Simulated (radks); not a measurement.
Au3+, 76 electrons, occupied as [Kr] 4d10 4f14 5p6 5d8 5f2 (not the ground configuration).

Calculated with a radial shooting solver on a logarithmic mesh with Libxc functionals: scalar-relativistic Kohn-Sham, PBE, spin-polarised, spherical densities, point nucleus; open shells are filled with parallel spins first (spin-orbit coupling, left out, can overturn this in heavy ions).

Energy parts (eV):
part                       energy
total                  -516991.94
kinetic                 578589.02
electron-nucleus      -1282308.25
Hartree                 196520.80
exchange-correlation     -9793.51

Orbitals (lengths in bohr, moments of r in powers of bohr; r(max) is where P^2 peaks):
orbital,occ.,eigenvalue (eV),r(max),<r^4>,<1/r>,<r>
1s down,1,-80851.29,0.01041,4.241e-07,95.83,0.01686
1s up,1,-80851.29,0.01041,4.241e-07,95.83,0.01686
2s up,1,-14315.09,0.06015,0.00006218,22.46,0.07111
2s down,1,-14314.90,0.06015,0.00006218,22.46,0.07111
2p up,3,-12381.66,0.04981,0.00005051,19.97,0.06424
2p down,3,-12381.50,0.04981,0.00005051,19.97,0.06424
3s up,1,-3424.585,0.1696,0.002249,8.327,0.1838
3s down,1,-3424.484,0.1696,0.002248,8.327,0.1838
3p up,3,-2863.900,0.1690,0.002473,7.593,0.1851
3p down,3,-2863.790,0.1690,0.002473,7.593,0.1851
3d up,5,-2265.668,0.1376,0.001901,7.146,0.1677
3d down,5,-2265.506,0.1376,0.001901,7.146,0.1677
4s up,1,-790.3282,0.3826,0.05034,3.568,0.4069
4s down,1,-790.1140,0.3826,0.05033,3.568,0.4069
4p up,3,-606.4576,0.4028,0.06726,3.222,0.4333
4p down,3,-606.2597,0.4028,0.06722,3.222,0.4333
4d up,5,-385.8233,0.4102,0.09266,2.889,0.4577
4d down,5,-385.5972,0.4103,0.09246,2.890,0.4576
4f up,7,-140.6489,0.3752,0.1749,2.474,0.4946
4f down,7,-140.3322,0.3752,0.1725,2.477,0.4937
5p up,3,-113.7490,0.9395,2.134,1.282,1.035
5p down,3,-112.0659,0.9368,2.106,1.288,1.032
5d up,5,-55.1975,1.136,6.390,0.9816,1.323
5d down,3,-53.1374,1.132,6.352,0.9860,1.320
5f up,2,-14.5326,2.524,203.4,0.4113,3.049

The highest occupied level is 5f up at -14.533 eV. The density falls to 0.001 e/bohr^3 at r = 4.51 bohr. Spin moment in Bohr magnetons: 4. Summed over all electrons, <r^2> = 53.86 bohr^2, which gives a Langevin (diamagnetic) susceptibility term of -42.7 x 10^-6 cm^3/mol.
